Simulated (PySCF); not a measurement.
# Dipole response of Fe (iron, neutral)

[Ar] 3d6 4s2, high-spin 5D determinant. All numbers are calculated (PySCF 2.14, scalar relativity by spin-free X2C-1e, in aug-cc-pwCVTZ-DK (10s9p7d4f3g, 127 functions)). Coupled (time-dependent) response in atomic units; α is the mean over directions.

```tsv
method	mean α (bohr³)	α xx, yy, zz	C₆ (like pair)	S(−4)
PBE0	64.29	63.56, 63.56, 65.74	578.8	2340
```

S(−4) is the Cauchy moment in α(ω) = α(0) + S(−4) ω² + …

Reference α: 62 ± 4 bohr³ (recommended; Schwerdtfeger and Nagle, table of static dipole polarizabilities (2023 update)). Published C₆: 482.0 (Chu and Dalgarno (2004); Tang, Norbeck and Certain (1976)).

α(iu) at PBE0:

| u (hartree) | α(iu) (bohr³) |
| --- | --- |
| 0 | 64.29 |
| 0.0500 | 59.06 |
| 0.100 | 48.14 |
| 0.200 | 29.12 |
| 0.300 | 18.55 |
| 0.500 | 9.588 |
| 0.750 | 5.607 |
| 1.00 | 3.856 |
| 1.50 | 2.278 |
| 2.00 | 1.557 |
| 3.00 | 0.8900 |
| 5.00 | 0.4164 |

A single London oscillator, α(iu) = α/(1 + u²/ω²), gives C₆ = (3/4) ω α². Matching the computed C₆ needs ω = 4 × 578.8 / (3 × 64.29²) = 0.187 hartree.

The components differ because the open shell of this determinant is not spherical; for a pure term their mean is the scalar polarisability.
